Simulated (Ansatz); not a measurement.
Program: Ansatz 0.2.0.

Cl₃HHfO (`[OH][Hf]([Cl])([Cl])[Cl]`) at its PBE0-D4/def2-TZVP geometry, where that method's forces vanish. Total charge 0; spin multiplicity 1. Hf takes the def2 core potential.

```tsv
atom	x (Å)	y (Å)	z (Å)
O1	-0.0151	1.1960	-0.8720
Hf2	0.0043	-0.3246	0.2359
Cl3	1.3303	0.1069	2.1111
Cl4	-2.1792	-0.8128	0.9103
Cl5	0.8855	-2.1324	-0.9540
H6	-0.0256	1.9669	-1.4314
```

(1) For each bond, give half the difference of the two atoms' forces along it (eV/Å; positive pushes the atoms apart) under PBE-D4, r2SCAN-D4, B3LYP-D4, ωB97M-V in def2-TZVPP. (Best estimate.)

Answers

(1) The calculation gave: 
```
   bond  length (Å)  PBE-D4  r2SCAN-D4  B3LYP-D4  ωB97M-V
 O1–Hf2       1.881    0.06       0.10      0.18     0.08
  O1–H6       0.953    0.27      -0.05     -0.12    -0.09
Hf2–Cl3       2.337    0.06       0.05      0.12     0.06
Hf2–Cl4       2.337    0.06       0.05      0.12     0.06
Hf2–Cl5       2.337    0.06       0.05      0.12     0.06
```

B3LYP here is the variant with VWN-RPA as its local correlation; programs differ in this.
